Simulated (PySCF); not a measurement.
**Electron correlation in B⁺ (boron, charge +1)**

[He] 2s2, closed-shell 1S. All numbers are calculated (PySCF 2.14, the spin-free X2C one-electron Hamiltonian (Gaussian nucleus), in x2c-TZVPPall (5s3p2d1f, 31 functions)). Frozen: 1s2; 2 electrons correlated.

With two correlated electrons CCSD is exact within the correlated space (frozen core and kept virtual orbitals).

```tsv
level	correlation energy (mhartree)
CCSD	-59.44
```

Diagnostics: T1 = 0.012, D1 = 0.0167, largest double amplitude 0.150.

Problem. Is a single reference adequate?

Solution. Not fully. A double-excitation amplitude exceeds 0.15, a sign of near-degeneracy.
